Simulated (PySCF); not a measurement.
Job file and geometry (Å, from GFN2-xTB) of an NMR shielding run on `O1[C@@H](C)[SiH2]O[Si@@H]1F`, C2H7FO2Si2, GIAO PBE0/pcSseg-1 NMR shielding, non-relativistic, gas phase (PySCF 2.14.0, density-fitted response routines); density fitting, a coarse starting grid and PySCF grid level 2 are the driver's defaults:

```
$ OMP_NUM_THREADS=1 python probes_run.py task.json out

{"job": {"kind": "nmr", "xc": "PBE0", "basis": "pcSseg-1"}, "charge": 0, "multiplicity": 1}
C     -1.268936    -0.578013     1.223637
C     -0.661704    -0.527478    -0.173348
O      0.627707    -1.152222    -0.150182
Si     1.925499    -0.219970    -0.339928
F      2.807826    -0.775230    -1.548351
O      1.266011     1.208201    -0.790324
Si    -0.361594     1.267421    -0.834564
H     -1.298132    -1.603074     1.588071
H     -0.670803     0.014704     1.912439
H     -2.280337    -0.180015     1.199196
H     -1.271859    -1.141396    -0.844658
H      2.751948    -0.025037     0.820290
H     -0.788664     1.437797    -2.215477
H     -0.777640     2.273840     0.131034
```

Question: Write the output of this run.

Answer: 
```
coarse grid: 13024 points
cycle   1  E = -908.9704128328  dE =  1.020e+00  |g| = 1.056e+00  |ddm| = 3.478e+00
cycle   2  E = -908.7139140237  dE =  2.565e-01  |g| = 1.599e+00  |ddm| = 1.932e+00
cycle   3  E = -909.1612225109  dE = -4.473e-01  |g| = 1.004e-01  |ddm| = 1.308e+00
cycle   4  E = -909.1626413456  dE = -1.419e-03  |g| = 5.947e-02  |ddm| = 1.110e-01
cycle   5  E = -909.1632641054  dE = -6.228e-04  |g| = 1.117e-02  |ddm| = 4.176e-02
cycle   6  E = -909.1632813833  dE = -1.728e-05  |g| = 3.606e-03  |ddm| = 9.317e-03
cycle   7  E = -909.1632838893  dE = -2.506e-06  |g| = 7.303e-04  |ddm| = 2.738e-03
final grid: 117896 points
cycle   8  E = -909.2297413081  dE = -1.603e-05  |g| = 1.173e-02  |ddm| = 1.900e-02
cycle   9  E = -909.2297101291  dE =  3.118e-05  |g| = 1.763e-02  |ddm| = 1.805e-02
cycle  10  E = -909.2297662039  dE = -5.607e-05  |g| = 9.536e-04  |ddm| = 1.129e-02
cycle  11  E = -909.2297663922  dE = -1.883e-07  |g| = 2.015e-04  |ddm| = 9.054e-04
cycle  12  E = -909.2297664006  dE = -8.388e-09  |g| = 6.023e-05  |ddm| = 2.135e-04
cycle  13  E = -909.2297664011  dE = -5.371e-10  |g| = 2.570e-05  |ddm| = 5.404e-05
converged SCF energy = -909.2297664011

GIAO shielding tensors (ppm)
atom      isotropic    diamagn.    paramagn.     s11        s22        s33       span
  0 C      161.832     247.688     -85.856    145.039    158.069    182.388     37.349
  1 C      121.371     250.017    -128.646     85.402    102.394    176.317     90.915
  2 O      256.198     398.231    -142.033    205.287    272.076    291.230     85.943
  3 Si     392.488     881.032    -488.544    365.246    395.103    417.114     51.867
  4 F      310.309     467.122    -156.813    257.030    276.699    397.198    140.168
  5 O      268.918     399.062    -130.144    204.648    275.015    327.091    122.443
  6 Si     361.253     881.084    -519.831    336.768    352.179    394.813     58.045
  7 H       29.662      29.281       0.381     25.640     27.507     35.840     10.200
  8 H       30.544      31.215      -0.672     26.724     29.631     35.275      8.551
  9 H       30.737      29.738       0.999     26.711     27.828     37.672     10.961
 10 H       27.403      31.386      -3.982     22.996     26.620     32.594      9.598
 11 H       27.197      29.989      -2.792     23.282     24.154     34.155     10.873
 12 H       26.591      29.629      -3.039     23.081     24.070     32.620      9.539
 13 H       26.969      30.178      -3.209     23.990     24.734     32.184      8.194
```

Size and cost of the density-fitted run: 168 basis functions, 22 s wall time on 1 thread of an Arm Neoverse V1, shared host; peak memory 0.75 GiB.
